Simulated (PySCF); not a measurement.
Molecule: `C#Cc1occc1C(F)F`, C7H4F2O.

Geometry (Å), atoms numbered from 1 in this order:
```xyz
14

C     2.710   -1.097    1.078
C     1.594   -0.959    0.654
C     0.290   -0.788    0.162
O    -0.507   -1.850   -0.054
C    -1.677   -1.389   -0.518
C    -1.664   -0.032   -0.613
C    -0.380    0.372   -0.170
C     0.146    1.760   -0.074
F     0.182    2.363   -1.292
F    -0.656    2.541    0.697
H     3.684   -1.214    1.448
H    -2.435   -2.114   -0.740
H    -2.450    0.611   -0.950
H     1.162    1.795    0.351
```

Frames of a GFN2-xTB Langevin trajectory at 400 K; GIAO PBE0/pcSseg-1 shieldings in PySCF, gas phase, non-relativistic; equivalent atoms averaged within each frame.

References, each an isolated molecule treated in the same way: ¹³C (186.93 ppm), ¹H (31.72 ppm) vs TMS; ¹⁷O (336.08 ppm) vs H2O; ¹⁹F (170.95 ppm) against CFCl3. The references are static minima.

How do the shifts (ppm) fluctuate along the trajectory?

## Answers


```
         time (fs)     C3     C5     C7     C8     C6     C1    C2     O4  F9/F10   H12
               250  151.9  151.0  137.1  119.5  114.6   96.1  81.5  338.2  -109.4  7.48
               425  141.4  152.9  139.2  111.9  122.6  103.7  79.9  325.4  -127.6  7.80
               625  151.8  157.3  151.6  128.8  124.7  111.6  91.8  321.9  -104.9  8.16
               800  146.3  148.7  136.5  124.5  115.4   95.1  78.4  342.1  -117.6  7.17
              1000  139.3  152.2  134.6  115.1  124.4   96.9  76.3  307.4  -129.5  7.46
    mean of frames  146.1  152.4  139.8  120.0  120.3  100.7  81.6  327.0  -117.8  7.61
standard deviation    5.8    3.1    6.8    6.9    5.0    7.0   6.0   13.8    10.8  0.38
```

5 frames give an uncertainty of the mean of about the standard deviation over 2.2 at best, since frames this close in time may not be independent; classical motion lacks zero-point vibration, and the reference would need the same averaging.
